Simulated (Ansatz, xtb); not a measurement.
Relative energy of two isomers of C2H3BCl2

Structure X: `C=CB(Cl)Cl`, a singlet. Structure Y: `ClB/C=C/Cl`, a singlet. Both are isolated molecules in the gas phase, relaxed with PBE0-D4/def2-SVP; the shapes shown needn't be the lowest conformers.

X (Å):

```xyz
8

C     0.4864    0.9268    0.8041
C    -0.0594   -0.2608    0.4992
B    -0.3687   -0.7014   -0.9477
Cl   -1.0817   -2.2736   -1.2567
Cl   -0.0257    0.3352   -2.3244
H     0.6996    1.2231    1.8363
H     0.7404    1.6487    0.0205
H    -0.2987   -0.9551    1.3130
```

Y (Å):

```yaml
atoms:
  - { symbol: C, position_ang: [-1.5211, 2.2168, 0.5118] }
  - { symbol: C, position_ang: [-2.0428, 3.1910, 1.2769] }
  - { symbol: B, position_ang: [-2.1239, 1.9904, -0.8791] }
  - { symbol: Cl, position_ang: [-1.4986, 0.7395, -1.9351] }
  - { symbol: Cl, position_ang: [-1.4994, 3.5862, 2.8528] }
  - { symbol: H, position_ang: [-3.0401, 2.6589, -1.2904] }
  - { symbol: H, position_ang: [-0.6899, 1.6209, 0.9020] }
  - { symbol: H, position_ang: [-2.8738, 3.8204, 0.9434] }
```

Problem. Which of the two would you expect CCSD(T)/def2-SVP + ΔMP2/def2-TZVPP electronic energies to favour?

Solution. Structure X; the calculation gives E(Y) − E(X) = +31.9 kcal/mol.

How the difference moves with the method:

```csv
level,geometry,E(Y) − E(X) (kcal/mol),departure from the last row (kcal/mol),"job, with rough time for the two"
GFN2-xTB,GFN2-xTB,+14.4,−17.5,"optimisation, 0.12 s"
HF/STO-3G,GFN2-xTB,+32.4,+0.5,"single point, 0.28 s"
r2SCAN-D4/def2-SVP,GFN2-xTB,+34.3,+2.4,"single point, 3.3 s"
PBE0-D4/def2-SVP,PBE0-D4/def2-SVP,+33.8,+1.9,"optimisation, 24 s"
HF/def2-SVP,PBE0-D4/def2-SVP,+35.8,+3.9,part of the CCSD(T) run
MP2/def2-SVP,PBE0-D4/def2-SVP,+35.5,+3.6,part of the CCSD(T) run
CCSD(T)/def2-SVP,PBE0-D4/def2-SVP,+35.2,+3.2,single point
CCSD(T)/def2-SVP + ΔMP2/def2-TZVPP,PBE0-D4/def2-SVP,+31.9,,"single point, 18 s"
```

As drawn, Y has 1 C–Cl, 1 B–H in place of 1 B–Cl, 1 C–H.

None of the levels shown reverses the order. The largest departure from CCSD(T)/def2-SVP + ΔMP2/def2-TZVPP is that of GFN2-xTB, 17.5 kcal/mol. The last row adds to CCSD(T) the change of the MP2 difference between the two basis sets, here −3.2 kcal/mol, a large step that makes the value less sure.

With harmonic frequencies from PBE0-D4/def2-SVP (ideal gas, rigid rotor, one conformer each, 298.15 K, 1 atm): on the last row, ΔE + ΔZPE = +30.9, ΔH = +30.9, ΔG = +30.8 kcal/mol.

The correlated steps freeze 13 core orbitals. Codes used: Ansatz 0.2.0, xtb 6.7.1; the last row on 2 threads of Arm Neoverse V1 on a shared host.
